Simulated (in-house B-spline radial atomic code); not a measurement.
The numbers below are computed, except where a source is named.
**O in an electron gas of r_s = 2.67: phase shifts, screening, friction and resistivity**

A nucleus sits in a uniform electron gas with a rigid positive background. The Kohn-Sham equations are solved self-consistently in the spin-unpolarised LDA (PW92), non-relativistic, on B-splines with outgoing waves at the boundary and partial waves to l = 8. The model has no lattice, no bands and no magnetic solution. Atomic units; δ_l are the phase shifts at the Fermi level, counted so that each bound state adds π, and good to about 0.0005.

The density parameter is r_s = 2.67 bohr, near that of the valence electrons of Cu (1 per atom, density 8.96 g/cm³, mass 63.55 u, which gives r_s = 2.67).

```json
{"l": "0", "δ_l (rad)": "5.0980"}
{"l": "1", "δ_l (rad)": "2.4360"}
{"l": "2", "δ_l (rad)": "0.0212"}
{"l": "3", "δ_l (rad)": "0.0068"}
{"l": "4", "δ_l (rad)": "0.0009"}
{"l": "5", "δ_l (rad)": "0.0002"}
{"l": "6", "δ_l (rad)": "0.0001"}
{"l": "7", "δ_l (rad)": "0.0001"}
{"l": "8", "δ_l (rad)": "0.0001"}
```

Bound levels below the band bottom (hartree): s -18.18, s -0.419.

Q: Check the Friedel sum rule, and say where the screening charge sits.

A: k_F = (9π/4)^(1/3)/r_s = 0.71879. The rule is Z = (2/π) Σ (2l + 1) δ_l. The terms are s 3.245, p 4.652, d 0.067, f 0.030 and 0.009 beyond, in all 8.005 against Z = 8. Bound states hold 4 s, 0 p, 0 d electrons, so the scattering states carry 4.01 in all; where a term is smaller than its bound count, the bound level has drawn weight out of the band.

Q: Find the transport cross section and the electronic stopping of a 10 keV O ion (mass 16.0 u).

A: σ_tr = (4π/k_F²) Σ (l + 1) sin²(δ_l − δ_(l+1)). The terms for l = 0 to 3 are 0.2129, 0.8831, 0.0006, 0.0001, all together 1.0967, so σ_tr = 24.323 × 1.0967 = 26.675 bohr². With n = 3/(4π r_s³) = 0.01254, the friction coefficient is Q = n k_F σ_tr = 0.2405. For v well below v_F = 0.719, dE/dx = Q v; with 24801 eV per u at v = 1, v = √(10000/(24801 × 16.0)) = 0.1587, so dE/dx = 0.03818 hartree/bohr = 19.6 eV/nm. The largest term couples the p and d waves.

Q: What residual resistivity would 1 atomic per cent of such centres give in Cu?

A: Δρ = k_F n_i σ_tr/n in atomic units of 21.74 μΩ·cm. With one host atom per 1 electron, n_i/n = 0.01/1, so Δρ = 0.7188 × 0.01000 × 26.675 × 21.74 = 4.17 μΩ·cm. This is an atom added to the gas, as on an interstitial site.

Q: On a substitutional site the background of one host ion, a sphere holding 1 charge, is taken out. The phase shifts for l = 0 to 4 become 4.8984, 2.1657, -0.0659, -0.0086, -0.0007. What follows?

A: The Friedel sum is now 7.01, for Z − 1 = 7. The sum in σ_tr is 1.4148, so σ_tr = 34.41 bohr² and Δρ = 5.38 μΩ·cm per atomic per cent, 1.29 times the value above. A real host ion scatters too, so this model doesn't give zero even for the host's own atom.
